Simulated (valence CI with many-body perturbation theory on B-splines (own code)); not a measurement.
# Ladder of approximations for La⁴³⁺

Computed by configuration interaction combined with many-body perturbation theory (CI+MBPT): four valence electrons over a frozen Dirac-Fock core [Ne], radial functions for each j: 11 s, 11 p, 9 d, 7 f, 5 g, 2 h, 1 i, with the one-electron correlation potential Σ1, the two-electron term Σ2, the three-electron term Σ3, Breit, model QED; selected CI, second order for the rest (own B-spline code, finite nucleus).

No measured spectrum was set against this ion. As an estimate, large intervals hold to a few tenths of a per cent, small ones and those within an open d or f shell to about a per cent.

Each rung adds one term. CI alone is the Dirac-Coulomb CI over the frozen core; QED comes last and gives the full result, which names the levels. Energies are above (3s^2 3p1/2^2) J=0 on the same rung, in Ry.

Levels are named by their leading jj configuration (3d3/2^4 stands for four electrons in 3d with j = 3/2), which in mixed levels can hold well under half, so a name can repeat and another be missing. Letters in brackets count levels of one name in rising energy.

| Level | CI alone | Σ1 | Σ2 | Σ3 | Breit | QED | Full |
| --- | --- | --- | --- | --- | --- | --- | --- |
| (3s^2 3p1/2 3p3/2) J=1 | 7.186 | +0.0069 | +0.0062 | +0.0013 | -0.1077 | +0.0127 | 7.105 |
| (3s^2 3p1/2 3p3/2) J=2 | 7.709 | +0.0070 | +0.0039 | +0.0003 | -0.1231 | +0.0127 | 7.609 |
| (3s^2 3p3/2^2) J=2 | 15.253 | +0.0139 | +0.0100 | +0.0007 | -0.2220 | +0.0243 | 15.080 |
| (3s 3p1/2^2 3p3/2) J=2 | 15.398 | -0.0094 | +0.0062 | +0.0046 | -0.0165 | -0.1110 | 15.272 |
| (3s^2 3p3/2^2) J=0 | 16.338 | +0.0139 | +0.0056 | -0.0016 | -0.2060 | +0.0240 | 16.174 |
| (3s 3p1/2^2 3p3/2) J=1 | 16.964 | -0.0092 | -0.0101 | +0.0030 | -0.0220 | -0.1004 | 16.826 |
| (3s^2 3p1/2 3d3/2) J=2 | 18.886 | -0.0078 | -0.0085 | -0.0016 | -0.1602 | -0.0071 | 18.701 |
| (3s^2 3p1/2 3d3/2) J=1 | 21.054 | -0.0081 | -0.0505 | -0.0086 | -0.1288 | -0.0228 | 20.835 |
| (3s^2 3p1/2 3d5/2) J=2 | 21.079 | -0.0021 | -0.0009 | +0.0012 | -0.1746 | -0.0364 | 20.866 |
| (3s^2 3p1/2 3d5/2) J=3 | 21.437 | -0.0017 | -0.0098 | -0.0025 | -0.2202 | -0.0131 | 21.190 |
| (3s 3p1/2 3p3/2^2) J=2 [a] | 22.966 | -0.0027 | -0.0156 | -0.0015 | -0.1413 | -0.0675 | 22.738 |
| (3s 3p1/2 3p3/2^2) J=3 | 23.491 | -0.0023 | -0.0005 | +0.0018 | -0.1576 | -0.0819 | 23.250 |
| (3s 3p1/2 3p3/2^2) J=0 | 23.967 | -0.0026 | +0.0071 | +0.0032 | -0.1107 | -0.0911 | 23.773 |
| (3s 3p1/2 3p3/2^2) J=1 [a] | 24.647 | -0.0024 | -0.0049 | +0.0025 | -0.1302 | -0.0879 | 24.424 |
| (3s 3p1/2 3p3/2^2) J=2 [b] | 24.886 | -0.0023 | -0.0161 | +0.0020 | -0.1520 | -0.0769 | 24.640 |
| (3s 3p1/2 3p3/2^2) J=1 [b] | 25.429 | -0.0027 | -0.0348 | +0.0006 | -0.1115 | -0.0996 | 25.181 |
| (3s 3p1/2^2 3d3/2) J=1 | 27.251 | -0.0243 | -0.0119 | -0.0002 | -0.0384 | -0.1321 | 27.044 |
| (3s 3p1/2^2 3d3/2) J=2 | 27.592 | -0.0240 | -0.0146 | -0.0009 | -0.0503 | -0.1324 | 27.370 |
| (3s^2 3p3/2 3d3/2) J=3 | 28.161 | -0.0007 | -0.0323 | -0.0074 | -0.2742 | +0.0015 | 27.848 |

The middle columns are the shifts that each term adds.

(1) How does the ionisation energy move along the ladder, and which term matters most?

Answers

(1) CI alone 3421.1, + Σ1 3422.2, + Σ2 3422.2, + Σ3 3422.0, + Breit 3418.2, + QED 3418.2 eV. The largest step is Breit, -3.8 eV. NIST lists 3416 ± 4 eV (theoretical).
